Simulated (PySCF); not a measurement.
Si(F)2(Me)2 (C2H6F2Si), SMILES F[Si](C)(F)C. Geometry optimised at PBE-D3(BJ)/def2-SVP.

Task: Give the equilibrium geometry at PBE-D3(BJ)/def2-SVP (PySCF confirms it by a frequency run) as bond lengths and angles, and its point group. (An estimate is asked for; the answer gives what the named calculation found.)

Result: point group C2v.
Atoms: C1 Si2 C3 F4 F5 H6 H7 H8 H9 H10 H11. Bonded distances (Å): C1–Si2 1.861, C1–H6 1.109, C1–H7 1.108, C1–H8 1.109, Si2–C3 1.861, Si2–F4 1.638, Si2–F5 1.638, C3–H9 1.108, C3–H10 1.109, C3–H11 1.109. Bond angles (°): Si2–C1–H6 110.9, Si2–C1–H7 110.8, Si2–C1–H8 110.9, H6–C1–H7 108.1, H6–C1–H8 108.1, H7–C1–H8 108.1, C1–Si2–C3 115.5, C1–Si2–F4 108.8, C1–Si2–F5 108.8, C3–Si2–F4 108.8, C3–Si2–F5 108.8, F4–Si2–F5 105.7, Si2–C3–H9 110.8, Si2–C3–H10 110.9, Si2–C3–H11 110.9, H9–C3–H10 108.1, H9–C3–H11 108.1, H10–C3–H11 108.1.
